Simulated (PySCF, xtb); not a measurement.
Zr(Cl)2(OH) (Cl2HOZr), SMILES [OH][Zr]([Cl])[Cl] (connectivity only; charge and spin as stated), neutral, multiplicity 2. The values are those of a single conformer.

Harmonic wavenumbers (cm⁻¹) from GFN2-xTB (xtb) at its own minimum, in rising order: 61, 62, 91, 238, 355, 367, 407, 631, 3645.

### Question
What does PBE0-D3(BJ)/def2-SVP in PySCF give at its own minimum? (The exact figures need the calculation; the answer reports its results.)

### Answer
72, 89, 131, 313, 371, 422, 435, 758, 3998. Paired by order, the mean absolute difference is 81 cm⁻¹ and the zero-point energies are 8.4 and 9.4 kcal/mol.
